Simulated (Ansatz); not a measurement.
Isomers of Ge$_{3}$Se$_{3}$ (singlet), relaxed with PBE0-D4/def2-SVP; total energies from Ansatz at ωB97X-V/def2-TZVP.

```tsv
isomer	description	energy (Eh)
A	point group C2v; 8 × Ge–Se 2.41 to 2.66 Å	-13434.61816
B	point group Cs; 7 × Ge–Se 2.32 to 2.63 Å	-13434.60858
```

The isomers come from a short search, and lower ones may exist.

Q: Work out the relative energies (1 Eh = 2625.5 kJ/mol) and the Boltzmann populations at 1200 K from electronic energies alone (R = 8.314 J/mol/K).

A: ΔE: A 0.0, B 25.2 kJ/mol. RT = 9.98 kJ/mol. Factors exp(−ΔE/RT): A 1, B 0.0801; sum 1.080. Populations: A 92.6 %, B 7.4 %. Zero-point energy, vibrational entropy and symmetry numbers are left out and can shift these; an error of 4 kJ/mol changes a ratio by a factor of 1.5. Over the other density-functional and correlated levels in def2 sets, the gap between A and B ranges from 14 to 34 kJ/mol.
